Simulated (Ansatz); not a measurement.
```yaml
crystal:
  periodic: [false, false, false]
  atoms:
    - {symbol: O, position_ang: [0.021311, 0.983397, 0.184337]}
    - {symbol: B, position_ang: [0.113362, -0.357739, 0.129320]}
    - {symbol: F, position_ang: [0.692262, -1.008650, 1.117116]}
    - {symbol: F, position_ang: [-0.361644, -1.058864, -0.892926]}
    - {symbol: H, position_ang: [-0.415391, 1.368256, -0.579148]}
basis:
  gaussian: {orbitals: cc-pVTZ, point_charges: [{charge: 1.00, position_ang: [3.767, -0.971, 0.297]}]}
magnetization: {spin_polarized: true, initial_magnetization: 4}
hamiltonian: {xc: {name: LC-wPBE}}
accuracy: high
```

```sh
$ ansatz run in.yaml --threads 4 --pin off --events-out ev --progress --plain --max-ram 10444MiB
```

Output, abridged:

```
Functional definition: LC-wPBE
  name "LC-wPBE"
  cite "Vydrov & Scuseria, J. Chem. Phys. 125, 234109 (2006) doi:10.1063/1.2409292"
  cite "Heyd & Scuseria, J. Chem. Phys. 120, 7274 (2004) doi:10.1063/1.1668634"
  cite "Ernzerhof & Perdew, J. Chem. Phys. 109, 3313 (1998) doi:10.1063/1.476928"
  cite "Perdew, Burke & Ernzerhof, Phys. Rev. Lett. 77, 3865 (1996) doi:10.1103/PhysRevLett.77.3865"
  parent pbe
  parameter omega = 0.4/bohr
  exchange = pbe_x_sr(omega) + exact_x_lr(omega)
  correlation = pbe_c
2283 factors; integrals over basis functions are off by at most 2.8e-9 eV
409 factors; integrals over basis functions are off by at most 1.6e-9 eV
mean field evaluation 1: about -8153.6859 eV, gradient 2.6e1 eV
mean field evaluation 2: about -8147.9346 eV, gradient 5.5e1 eV
mean field evaluation 4: about -8157.0512 eV, gradient 3.3e0 eV
mean field evaluation 8: about -8157.3416 eV, gradient 4.5e-1 eV
mean field evaluation 16: about -8157.3598 eV, gradient 7.4e-2 eV
mean field evaluation 32: about -8157.3610 eV, gradient 7.4e-8 eV
mean field -8157.36102158 eV, -299.7774882851 hartree, gradient 2.9e-8 eV, S^2 6.007404; 6 other end points of the search recorded, 0 dependent functions left out
reference -8157.36102158 eV, -299.7774882851 hartree; 18, 14 occupied and 116, 120 virtual orbitals, 2283 factors
Total energy: -8157.36102158 eV, -299.7774882851 hartree
```

Question: Something in this input is off. What?

Answer: The spin is set far too high for this molecule. Self-consistency was reached. The result belongs to that input, not to the molecule as meant.
